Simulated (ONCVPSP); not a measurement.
**Building the ONCV potential for zirconium (Zr) (PBEsol, scalar-relativistic).**

```json
{"Element": "Zr (Z = 40)", "Generator": "ONCVPSP 4.0.1", "Type": "optimised norm-conserving Vanderbilt (ONCV)", "Functional": "PBEsol", "Relativity": "scalar-relativistic", "Frozen core": "[Ar] 3d10", "Valence charge": "12", "Reference configuration": "4s2 4p6 4d2 5s2", "Partial waves": "4s+5s: rc 1.85 bohr, ncon 4, nbas 8, qcut 6.6 1/bohr, 2 projectors; 4p: rc 1.40 bohr, ncon 4, nbas 7, qcut 7 1/bohr, 1 projector; 4d: rc 2.65 bohr, ncon 4, nbas 9, qcut 4.7 1/bohr, 3 projectors, debl 2.4 Ha", "Local potential": "polynomial inside 1.00 bohr (lpopt 5, dvloc0 6 Ha)", "Core correction": "none"}
```

Poles of the logarithmic derivatives, all-electron (AE) and pseudo (PS). s: poles at -1.6 (AE) and -1.6, 4.9 (PS) Ha. p: poles at 1.5 (AE) and 1.3 (PS) Ha. d: poles at 0.2, 3.1 (AE) and 0.2, 3.1 (PS) Ha. Test radii: s 1.88, p 1.42, d 2.70 bohr.

* Cutoffs needed: 23 Ha and 59 Ha (the cutoffs (Ha) at which the residual kinetic energy of the hardest occupied pseudo-wave falls to 1 and 0.1 mHa per electron)
* Ghost test: no bound ghost flagged; GHOST(+) flagged for s at 167.2 eV
* Largest excitation error: +33 meV (all-electron minus pseudo) for 4s2 4p6 4d2 5s0 5p1, out of 4 test configurations
